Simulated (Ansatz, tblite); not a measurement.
Cost and result up the ladder for SnCl₂ (3 atoms). Total charge 0; singlet. Geometry: PBE-D4/def2-TZVP.

```tsv
atom	x (Å)	y (Å)	z (Å)
Sn1	-0.225	-0.387	0.931
Cl2	-1.657	0.222	-0.881
Cl3	1.882	0.165	-0.050
```

Ansatz on 4 threads of Arm Neoverse N1 on a shared host; xTB runs through tblite on one thread. Times are rough, summed over both states, and most runs start from the orbitals of an earlier one. CCSD(T)/def2-TZVPP serves as the yardstick here, not as an exact answer. The other state is a doublet.

In the def2 sets Sn takes a core potential; there is no spin–orbit coupling. The xTB rows come from tblite. Correlated methods freeze 14 core orbitals; core or outer-core shells of Sn are correlated, in sets that lack core-valence functions.

Raw xTB energies of ions are shifted by several eV.

| level | functions | wall time | vertical IE (eV) | difference from CCSD(T)/def2-TZVPP (eV) |
| --- | --- | --- | --- | --- |
| GFN1-xTB | 27 | 0.009 s | 15.07 | 4.90 |
| GFN2-xTB | 27 | 0.013 s | 14.41 | 4.24 |
| PBE-D4/def2-TZVP | 124 | 3.5 s | 9.92 | -0.25 |
| PBE0-D4/def2-TZVP | 124 | 7.7 s | 10.13 | -0.04 |
| r2SCAN-D4/def2-TZVP (with forces) | 124 | 9.3 s | 10.09 | -0.08 |
| CCSD(T)/def2-TZVPP | 134 | 34 s | 10.17 | 0.00 |
